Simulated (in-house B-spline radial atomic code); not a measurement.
# RPBE excitations of the tungsten ion W⁶⁺

Method: RPBE. Computed with an all-electron radial atomic-structure program (B-spline basis): linear response of the closed shell [Xe] 4f14 with the functional's adiabatic kernel; scalar-relativistic (spin-free one-electron X2C), finite nucleus, no spin-orbit coupling, no double excitations, S, P, D and F terms only; shells from n = 3 respond. Only terms of natural parity with L up to 3 were computed.

Spin-orbit coupling is strong here, so these LS terms don't match observed levels.

Command:
```bash
python run_td.py task.json out
```
Settings (radii: box in bohr, nucleus in fm):
```
Z                        74
electrons                68
configuration            [Xe] 4f14
hamiltonian              x2c
method                   rpbe,pbe
box_radius               14.35
rms_radius               5.3658
intervals                69
```

Cost of the run: 2.9 s on 1 thread of Intel(R) Xeon(R) Platinum 8559C (Emerald Rapids), on a shared host.

The lowest states, in the order of their Tamm-Dancoff energies; the method's threshold (minus the highest occupied level) is 109.04 eV. Labels give the largest channel, * marks a mixed state, and oscillator strengths are full-response dipole values. Semilocal kernels can invert the small singlet-triplet splittings of Rydberg terms. Energies in eV:

```
     state  full response  Tamm-Dancoff  oscillator strength
4f → 5d 3P          37.31         37.35                    -
4f → 5d 3F              ?             ?                    -
4f → 5d 1F          38.46         38.47                    -
4f → 5d 1P          39.83         40.01               0.0617
5p → 5d 3P          43.25         43.32                    -
5p → 5d 3F          43.60         43.67                    -
5p → 5d 1F              ?             ?                    -
4f → 6s 3F          48.90         48.90                    -
4f → 6s 1F          49.09         49.09                    -
5p → 5d 1P          53.92         55.46                 4.47
```

Question: Where does 4f → 5d 3F lie?

Answer: At 37.72 eV in full response, 37.75 eV in Tamm-Dancoff.

Question: Where does 5p → 5d 1F lie?

Answer: At 45.96 eV in full response, 46.00 eV in Tamm-Dancoff.

Question: How large is the singlet-triplet splitting of 4f → 5d (F terms) in Tamm-Dancoff?

Answer: 0.72 eV, from the unrounded values.

Question: What polarisabilities and dispersion coefficient does the method give?

Answer: Dipole 2.048 bohr³, quadrupole 2.6 bohr⁵, C6 7.768 hartree·bohr⁶ for two such species.
